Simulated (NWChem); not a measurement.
# CH₃BCl₂S; SMILES CSB(Cl)Cl

```xyz
8

B     -0.0014     0.3983     0.0000
Cl    -0.7219     1.9973    -0.0003
Cl     1.7473     0.2350     0.0000
S     -1.1071    -1.0000     0.0003
C     -0.0054    -2.4418     0.0005
H      0.6263    -2.4510    -0.8971
H     -0.6534    -3.3278     0.0015
H      0.6275    -2.4498     0.8973
```
Atoms are numbered in this order, from 1.

Level: PBE0/def2-SVP (NWChem), optimised geometry, unscaled harmonic frequencies. 

| frequency (cm⁻¹) | IR intensity (km/mol) |
|---|---|
| 93 | 0.6 |
| 115 | 1.2 |
| 170 | 1.6 |
| 242 | 1.2 |
| 309 | 1.2 |
| 433 | 4.1 |
| 468 | 1.3 |
| 738 | 2.7 |
| 954 | 179.0 |
| 962 | 4.0 |
| 990 | 222.8 |
| 1009 | 163.3 |
| 1336 | 1.8 |
| 1443 | 14.8 |
| 1444 | 13.2 |
| 3082 | 9.0 |
| 3203 | 0.4 |
| 3204 | 0.5 |

```yaml
zero_point_energy: 28.9 kcal/mol
thermal correction to the enthalpy at 298.15 K (with zero-point energy): 33.6 kcal/mol
heat capacity Cv: 20.6 cal/(mol K)
entropy at 298.15 K and 1 atm (symmetry number 1): 83.4 cal/(mol K)
dipole_moment: 2.10 D
```

Rigid rotor and harmonic oscillator; modes under 100 cm⁻¹ make the entropy uncertain.
